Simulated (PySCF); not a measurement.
**How methods differ on the excitation energy of Hg**

Hg [Xe] 4f14 5d10 6s2 (1S) → Hg [Xe] 4f14 5d10 6s1 6p1 (3P), as a difference of total energies. All numbers are calculated (PySCF 2.14, scalar relativity through the core potential, in def2-TZVPPD with the def2 core potential (60 electrons)). Correlated levels: valence: 5s2 5p6 frozen; valence and next inner shell: nothing frozen outside the core potential. The calculations carry no spin-orbit coupling.

| method | excitation energy (eV) |
| --- | --- |
| UHF | 3.731 |
| LDA | 5.646 |
| PBE | 5.369 |
| PBE0 | 5.070 |
| r2SCAN | 5.170 |
| B97-3 | 5.290 |
| CAM-B3LYP | 5.119 |
| wB97X | 5.328 |
| wB97X-V | 5.023 |
| MP2 (valence) | 5.350 |
| SCS-MP2 (valence) | 5.380 |
| MP2 (valence and next inner shell) | 5.478 |
| SCS-MP2 (valence and next inner shell) | 5.465 |

Task: How much does correlation contribute at MP2 (valence and next inner shell)?

Result: 5.478 − (3.731) = 1.747 eV, measured against UHF.
